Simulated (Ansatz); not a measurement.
The same group exchange along the group N, As, Sb.

Computed with Ansatz on PBE0-D4/def2-TZVP structures; ΔE is electronic, products minus reactants. CCSD(T)/CBS adds triple-zeta CCSD(T) − MP2 to the extrapolated MP2 energy (def2 sets, frozen cores). DFT in def2-TZVPP. B3LYP here is the variant with VWN-RPA as its local correlation; programs differ in this. def2 core potentials past Kr. For As, Sb outer-core shells are correlated without core-valence functions, which leaves a few kJ/mol of doubt a bond. Scalar relativity is left out up to krypton. Each species was taken in one conformer, which may not be the lowest.

```tsv
reaction	CCSD(T)/CBS(def2) (kJ/mol)
`CN(C)[SiH3]` + `B[SiH2]F` → `F[SiH2]B[SiH3]` + `CNC`	?
`C[As](C)[SiH3]` + `B[SiH2]F` → `F[SiH2]B[SiH3]` + `C[AsH]C`	36
`[CH3][Sb]([CH3])[SiH3]` + `B[SiH2]F` → `F[SiH2]B[SiH3]` + `[CH3][SbH][CH3]`	43
```

Q: Fill in the missing values. (An estimate is asked.)

A: Computed: `CN(C)[SiH3]` + `B[SiH2]F` → `F[SiH2]B[SiH3]` + `CNC`: +52.0 kJ/mol.

Largest T1 diagnostic: 0.013, for `F[SiH2]B[SiH3]`.
